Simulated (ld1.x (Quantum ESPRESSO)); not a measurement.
PBE TM dataset for Br (Z = 35), scalar-relativistic all-electron reference.

ld1.x (Quantum ESPRESSO) 7.5 was run on this input:

```
&input
   title='Br', zed=35., rel=1, dft='PBE', iswitch=3,
   config='[Ar] 3d10 4s2 4p3 4d-2',
   nld=3, rlderiv=1.95, eminld=-5.0, emaxld=5.0, deld=0.02
 /
 &inputp
   pseudotype=2, tm=.true., lloc=2,
   nlcc=.false.,
   file_pseudopw='Br.UPF', file_wfcaegen='ae.wfc', file_wfcncgen='nc.wfc', file_beta='beta', file_chi='chi'
 /
3
4S  1  0   2.00   0.00  1.15  1.15  0.0
4P  2  1   3.00   0.00  1.75  1.75  0.0
4D  3  2  -2.00   0.45  1.80  1.80  0.0
 &test
   configts(1)='4s2 4p3'
 /
```

Command:

```bash
ld1.x < Br.in > Br.out
```

The program printed (shortened: banner, matrices, multipoles, cross overlaps and the repeated all-electron block are left out):

```
Program LD1 v.7.5
     --------------------------- All-electron run ----------------------------

     Br
     scalar relativistic calculation

     atomic number is 35.00
     dft =PBE   lsd =0 sic =0 latt =0  beta=0.20 tr2=1.0E-14
     Exchange-correlation= PBE
                           (   1   4   3   4   0   0   0)
     mesh =1213 r(mesh) =  98.95369 a.u. xmin = -7.00 dx = 0.01250
     1 Ry =  13.60569312 eV, c = 137.03599908

     n l     nl                  e(Ry)          e(Ha)          e(eV)
     1 0     1S 1( 2.00)      -980.6709      -490.3354    -13342.7070
     2 0     2S 1( 2.00)      -129.1675       -64.5837     -1757.4133
     2 1     2P 1( 6.00)      -114.1364       -57.0682     -1552.9049
     3 0     3S 1( 2.00)       -19.2711        -9.6355      -262.1960
     3 1     3P 1( 6.00)       -14.5238        -7.2619      -197.6058
     3 2     3D 1(10.00)        -6.6727        -3.3364       -90.7873
     4 0     4S 1( 2.00)        -3.0750        -1.5375       -41.8378
     4 1     4P 1( 3.00)        -2.0745        -1.0373       -28.2254

     final scf error:  4.4E-15 reached in  39 iterations

     Etot =   -5210.233974 Ry,   -2605.116987 Ha,  -70888.844544 eV

     Ekin =    5323.128918 Ry,    2661.564459 Ha,   72424.858513 eV
     Encl =  -12506.649377 Ry,   -6253.324689 Ha, -170161.633421 eV
     Eh   =    2156.049583 Ry,    1078.024791 Ha,   29334.548981 eV
     Exc  =    -182.763097 Ry,     -91.381549 Ha,   -2486.618617 eV

     normalization and overlap integrals

     s(1S/1S) =  1.000000  <r> =   0.0427  <r2> =    0.0025  r(max) =   0.0279
     s(2S/2S) =  1.000000  <r> =   0.1895  <r2> =    0.0424  r(max) =   0.1584
     s(2P/2P) =  1.000000  <r> =   0.1654  <r2> =    0.0335  r(max) =   0.1280
     s(3S/3S) =  1.000000  <r> =   0.5513  <r2> =    0.3496  r(max) =   0.4817
     s(3P/3P) =  1.000000  <r> =   0.5638  <r2> =    0.3724  r(max) =   0.4817
     s(3D/3D) =  1.000000  <r> =   0.5888  <r2> =    0.4295  r(max) =   0.4305
     s(4S/4S) =  1.000000  <r> =   1.5902  <r2> =    2.8715  r(max) =   1.3940
     s(4P/4P) =  1.000000  <r> =   1.8535  <r2> =    3.9372  r(max) =   1.5796

     ------------------------ End of All-electron run ------------------------

     --------------------- Generating NC pseudopotential ---------------------

      Generating local pot.: lloc=2, matching radius rcloc =   1.8000

      Wfc   4S  rcut= 1.156  Using Troullier-Martins method

      Wfc   4P  rcut= 1.768  Using Troullier-Martins method

     ------------------- End of pseudopotential generation -------------------

     Computing logarithmic derivative in   1.94142
     Computing logarithmic derivative in   1.94142
     Computing the partial wave expansion
     R is outside the sphere for l=    0 j= 0.00
     R is outside the sphere for l=    1 j= 0.00
       no projector for channel:   2

     ---------------------- Testing the pseudopotential ----------------------

     Br
     scalar relativistic calculation

     atomic number is 35.00   valence charge is  7.00
     dft =PBE   lsd =0 sic =0 latt =0  beta=0.20 tr2=1.0E-14
     mesh =1213 r(mesh) =  98.95369 xmin = -7.00 dx = 0.01250

     n l     nl             e AE (Ry)        e PS (Ry)    De AE-PS (Ry)
     1 0     4S   1( 2.00)       -3.07502       -3.07502       -0.00000
     2 1     4P   1( 3.00)       -2.07453       -2.07453        0.00001

     eps = 3.8E-15  iter =  4

     Etot =   -5210.233974 Ry,   -2605.116987 Ha,  -70888.844544 eV
     Etotps =   -24.145359 Ry,     -12.072679 Ha,    -328.514339 eV

     Ekin =       7.066254 Ry,       3.533127 Ha,      96.141281 eV
     Encl =     -41.258752 Ry,     -20.629376 Ha,    -561.353912 eV
     Ehrt =      12.839024 Ry,       6.419512 Ha,     174.683826 eV
     Ecxc =      -3.658654 Ry,      -1.829327 Ha,     -49.778524 eV
     Epseu=       0.866769 Ry,       0.433384 Ha,      11.792991 eV

     ---------------------- End of pseudopotential test ----------------------
```

Generation and configuration tests took about 1.9 s on one core of a shared server CPU.
